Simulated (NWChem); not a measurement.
System: CH₃Se₂, doublet; SMILES C[Se][Se]

Input file for NWChem:

```
start job
memory heap 200 mb stack 700 mb global 900 mb
geometry units angstroms noautoz
  C     -1.342447     1.685881     0.000000
  Se     0.424379     0.855979     0.000000
  Se    -0.039717    -1.330516     0.000000
  H     -1.888764     1.379169     0.900748
  H     -1.190051     2.775034     0.000000
  H     -1.888764     1.379169    -0.900748
end
basis spherical
  C library def2-tzvp
  Se library def2-tzvp
  H library def2-tzvp
end
dft
  odft
  mult 2
  xc xcamb88 1.00 lyp 0.81 vwn_5 0.19 hfexch 1.00
  cam 0.33 cam_alpha 0.19 cam_beta 0.46
  iterations 150
  mulliken
end
task dft gradient
```

Parts of the log:

```
             Northwest Computational Chemistry Package (NWChem) 7.3.0
             --------------------------------------------------------

 CS  symmetry detected

                             Geometry "geometry" -> ""
                             -------------------------

 Output coordinates in angstroms (scale by  1.889725989 to convert to a.u.)

  No.       Tag          Charge          X              Y              Z
 ---- ---------------- ---------- -------------- -------------- --------------
    1 C                    6.0000    -1.32367001     1.70748996     0.00000000
    2 Se                  34.0000     0.43351595     0.85736705     0.00000000
    3 Se                  34.0000    -0.05564104    -1.32365815     0.00000000
    4 H                    1.0000    -1.87347077     1.40706752     0.90074800
    5 H                    1.0000    -1.15878526     2.79482239     0.00000000
    6 H                    1.0000    -1.87347077     1.40706752    -0.90074800

 Effective nuclear repulsion energy (a.u.)     407.5487432710

      Symmetry information
      --------------------

 Group name             Cs
 Group number              2
 Group order               2
 No. of unique centers     5

                                 NWChem DFT Module
                                 -----------------

 Summary of "ao basis" -> "ao basis" (spherical)
 ------------------------------------------------------------------------------
       Tag                 Description            Shells   Functions and Types
 ---------------- ------------------------------  ------  ---------------------
 C                         def2-tzvp                11       31   5s3p2d1f
 Se                        def2-tzvp                16       48   6s5p4d1f
 H                         def2-tzvp                 4        6   3s1p

      Symmetry analysis of basis
      --------------------------

        a'         96
        a"         49

            General Information
            -------------------
          SCF calculation type: DFT
          Wavefunction type:  spin polarized.
          No. of atoms     :     6
          No. of electrons :    77
           Alpha electrons :    39
            Beta electrons :    38
          Charge           :     0
          Spin multiplicity:     2
          Use of symmetry is: on ; symmetry adaption is: on
          Maximum number of iterations: 150
          AO basis - number of functions:   145
                     number of shells:    55
          Convergence on energy requested:  1.00D-06
          Convergence on density requested:  1.00D-05
          Convergence on gradient requested:  5.00D-04

              XC Information
              --------------
                     Hartree-Fock (Exact) Exchange  1.000
                   CAM-Becke88 Exchange Functional  1.000
                      VWN V Correlation Functional  0.190 local
              Lee-Yang-Parr Correlation Functional  0.810

           Range-Separation Parameters
           ---------------------------
           Alpha           :  0.19
           Beta            :  0.46
           Gamma           :  0.33
           Short-Range HF  :     F

             Grid Information
             ----------------
          Grid used for XC integration:  medium
          Radial quadrature: Mura-Knowles
          Angular quadrature: Lebedev.
          Tag              B.-S. Rad. Rad. Pts. Rad. Cut. Ang. Pts.
          ---              ---------- --------- --------- ---------
          C                   0.70       49          11.0       434
          Se                  1.15      112          12.0       590
          H                   0.35       45          12.0       434
          Grid pruning is: on
          Number of quadrature shells:   363
          Spatial weights used:  Erf1

      Superposition of Atomic Density Guess
      -------------------------------------

 Sum of atomic energies:       -4838.78380894

      Non-variational initial energy
      ------------------------------

 Total energy =   -4839.698525
 1-e energy   =   -7552.316138
 2-e energy   =    2305.068870
 HOMO         =      -0.192429
 LUMO         =       0.005058

   Symmetry analysis of molecular orbitals - initial alpha
   -------------------------------------------------------

  Numbering of irreducible representations:

     1 a'          2 a"

  Orbital symmetries:

     1 a'          2 a'          3 a'          4 a'          5 a'
     6 a'          7 a"          8 a'          9 a'         10 a"
    11 a'         12 a'         13 a'         14 a'         15 a'
    16 a"         17 a'         18 a'         19 a"         20 a'
    21 a'         22 a"         23 a'         24 a"         25 a'
    26 a'         27 a"         28 a'         29 a"         30 a'
    31 a'         32 a'         33 a'         34 a"         35 a'
    36 a'         37 a"         38 a'         39 a"         40 a'
    41 a'         42 a'         43 a'         44 a"         45 a'
    46 a'         47 a'         48 a"         49 a'

   Symmetry analysis of molecular orbitals - initial beta
   ------------------------------------------------------

  Numbering of irreducible representations:

     1 a'          2 a"

  Orbital symmetries:

[...]

                         DFT ENERGY GRADIENTS

    atom               coordinates                        gradient
                 x          y          z           x          y          z
   1 C      -2.501374   3.226688   0.000000    0.006191  -0.002391   0.000000
   2 Se      0.819226   1.620189   0.000000    0.000447   0.000596   0.000000
   3 Se     -0.105146  -2.501351   0.000000   -0.000024  -0.001117   0.000000
   4 H      -3.540346   2.658972   1.702167   -0.003845  -0.002141   0.006227
   5 H      -2.189787   5.281449   0.000000    0.001076   0.007193   0.000000
   6 H      -3.540346   2.658972  -1.702167   -0.003845  -0.002141  -0.006227
```

Level: CAM-B3LYP/def2-TZVP, spin-unrestricted. In the optimisation the excess spin sits in a" (Cs, its own frame). Coordinates come from a PBE0/def2-SVP, spin-unrestricted optimisation. No stability test was run on the SCF state.
